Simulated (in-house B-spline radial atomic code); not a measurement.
Whole-atom quantities along the 64-electron series, configuration [Xe] 4f10. Breit and QED terms are first order and not part of the total energy; the density at the nucleus is averaged over the nuclear charge. Computed with a B-spline radial code for spherical atoms: Dirac-Hartree-Fock, average of the configuration, finite nuclei.

```json
{"ion": "Dy2+", "Z": "66", "E/Z² (Eh)": "-2.7918", "Σ<r²> (bohr²)": "37.728", "n(0)/Z³ (bohr⁻³)": "2.4028", "Lamb diamagnetic shielding (ppm)": "8058.53", "repulsion over attraction": "0.14905", "Breit energy (eV)": "308.91", "self-energy (eV)": "247.56", "vacuum polarisation (eV)": "-39.805", "Dirac less non-relativistic energy (Eh)": "-520.24"}
{"ion": "Ho3+", "Z": "67", "E/Z² (Eh)": "-2.8113", "Σ<r²> (bohr²)": "33.506", "n(0)/Z³ (bohr⁻³)": "2.494", "Lamb diamagnetic shielding (ppm)": "8240.35", "repulsion over attraction": "0.14793", "Breit energy (eV)": "325.37", "self-energy (eV)": "261.79", "vacuum polarisation (eV)": "-42.699", "Dirac less non-relativistic energy (Eh)": "-556.38"}
{"ion": "Er4+", "Z": "68", "E/Z² (Eh)": "-2.8307", "Σ<r²> (bohr²)": "30.216", "n(0)/Z³ (bohr⁻³)": "2.5802", "Lamb diamagnetic shielding (ppm)": "8422.95", "repulsion over attraction": "0.14671", "Breit energy (eV)": "342.47", "self-energy (eV)": "276.68", "vacuum polarisation (eV)": "-45.77", "Dirac less non-relativistic energy (Eh)": "-594.49"}
```
